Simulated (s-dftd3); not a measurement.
C$_{3}$H$_{4}$N$_{2}$, triplet, geometry from GFN2-xTB (a higher spin typed on purpose: for a closed-shell molecule this is an excited state); D3(bj) for wb97x run with s-dftd3 1.4.0.

Input for s-dftd3:
```
$ s-dftd3 mol.xyz --bj wb97x --json dftd3.json --noedisp --grad

# file mol.xyz
9

C     -0.82603617    -0.82557958    -0.06183474
C     -0.91192132     0.54728596    -0.41268759
N      0.25758407     1.15266958     0.03912072
C      1.13878945     0.01109539     0.25858083
N      0.35478060    -1.12916931     0.39714018
H     -1.62284651    -1.54492843    -0.11309383
H     -1.72599713     1.10848503    -0.82551311
H      0.62500539     1.95091139    -0.46446289
H      2.03229382    -0.07578047    -0.35510750
```

Output, abridged:

```
-----------------------------------
 s i m p l e   D F T - D 3  v1.4.0
-----------------------------------

Rational (Becke-Johnson) damping: wb97x-D3(BJ)
---------------------
  s6         1.0000
  s8         0.2641
  s9         0.0000
  a1         0.0000
  a2         5.4959
 alp        14.0000
--------------------

Dispersion energy:      -1.3586439563685E-02 Eh

Gradient norm:           2.3771097857813E-03 Eh/a0
--------------------------------------------------
     #    Z           dE/dx      dE/dy      dE/dz
--------------------------------------------------
     1    6 C     1.123E-03  4.344E-04  2.442E-04
     2    6 C     6.475E-04 -1.957E-04  2.494E-04
     3    7 N    -9.557E-06  7.640E-05  1.100E-05
     4    6 C    -1.738E-03 -3.423E-04 -4.443E-04
     5    7 N    -6.641E-06 -1.784E-04  5.751E-05
     6    1 H    -1.426E-04 -1.683E-04 -1.580E-06
     7    1 H    -1.963E-04  1.347E-04 -9.354E-05
     8    1 H     8.315E-05  2.570E-04 -4.237E-05
     9    1 H     2.393E-04 -1.771E-05  1.967E-05
--------------------------------------------------

Virial:
--------------------------------------------------
      component           x          y          z
--------------------------------------------------
          x      -4.522E-03 -8.478E-04 -1.388E-03
          y      -8.478E-04  1.383E-03 -5.816E-04
          z      -1.388E-03 -5.816E-04 -2.259E-04
--------------------------------------------------

[Info] JSON dump of results written to 'dftd3.json'
```
